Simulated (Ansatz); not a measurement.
Cartesian coordinates (Å):
```xyz
12

B     -2.0696    -0.9960     0.3117
C     -0.6099    -0.6371     0.1346
S      0.6247    -1.8636     0.1750
C      1.8716    -0.7394    -0.0780
C      1.4011     0.5487    -0.1953
C     -0.0104     0.6120    -0.0751
S     -0.9545     2.0849    -0.1724
H     -2.9065    -0.1240     0.2792
H     -2.4036    -2.1445     0.4848
H      2.9127    -1.0589    -0.1328
H      2.0463     1.4125    -0.3613
H      0.0982     2.9054    -0.3704
```
Charge 0, multiplicity 1.

These are frozen-core CCSD(T)/cc-pVTZ // PBE0-D4/def2-SVP (Ansatz, a quantum-chemistry and plane-wave program) values and carry that method's errors. The restricted HF reference is unstable towards unrestricted orbitals.

The HF energy is -974.19248 Ha and the MP2 correlation energy is -1.08536 Ha.

Problem. Estimate the CCSD correlation energy, the (T) correction, the total energy and the T1 diagnostic.

Solution. 
```
Property                         Value
-----------------------  -------------
CCSD correlation energy    -1.12473 Ha
(T) correction             -0.06308 Ha
CCSD(T) total energy     -975.38029 Ha
T1 diagnostic                    0.014
```
